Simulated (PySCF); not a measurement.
Predicted microwave data (PBE0/pcSseg-1 in PySCF (dipole) on a GFN2-xTB geometry, gas phase) for one isomer of C7H6F2O:

```
Rotational constants : A = 2303, B = 1048, C = 723.3 MHz
Dipole components    : |μa| = 0.27 D, |μb| = 1.35 D, |μc| = 0.03 D
Inertial defect      : -3.12 u·Å²
κ                    : -0.59
```

**Question.** Which structure is it? (One computed conformer of each.)
A. `[F:1][CH:2]([F:3])[O:4][c:5]1[cH:6][cH:7][cH:8][cH:9][cH:10]1` with F1–C2–O4–C5 -162°, C2–O4–C5–C6 162° (PhOCF2H)
B. `[OH:1][c:2]1[cH:3][cH:4][c:5]([CH:6]([F:7])[F:8])[cH:9][cH:10]1` with H–O1–C2–C3 0°, C4–C5–C6–F7 -62°
C. `[CH3:1][O:2][c:3]1[cH:4][cH:5][c:6]([F:7])[c:8]([F:9])[cH:10]1` with C1–O2–C3–C4 180°
D. `[CH3:1][c:2]1[cH:3][c:4]([F:5])[c:6]([OH:7])[cH:8][c:9]1[F:10]` with C4–C6–O7–H 0°

**Answer.** D. It is Cc1cc(F)c(O)cc1F, an asymmetric top. The candidates at the same level (rigid rotor, commonest isotopes):

```csv
SMILES,A (MHz),B (MHz),C (MHz),μa (D),μb (D),μc (D),Δ (u·Å²),point group,rotor
Oc1ccc(C(F)F)cc1,3607,719.3,670.2,2.23,0.22,0.07,-88.64,near Cs,near-prolate asymmetric top
COc1ccc(F)c(F)c1,2693,900.7,677.9,3.03,0.10,0.00,-3.22,Cs,asymmetric top
Cc1cc(F)c(O)cc1F,2303,1048,723.3,0.27,1.35,0.03,-3.12,–,asymmetric top
FC(F)Oc1ccccc1,3632,761.0,654.0,2.52,0.60,1.29,-30.58,C1,near-prolate asymmetric top
```

`FC(F)Oc1ccccc1` has A 58 % too high; `COc1ccc(F)c(F)c1` has A 17 % too high; `Oc1ccc(C(F)F)cc1` has A 57 % too high. No structure here is proved a minimum.
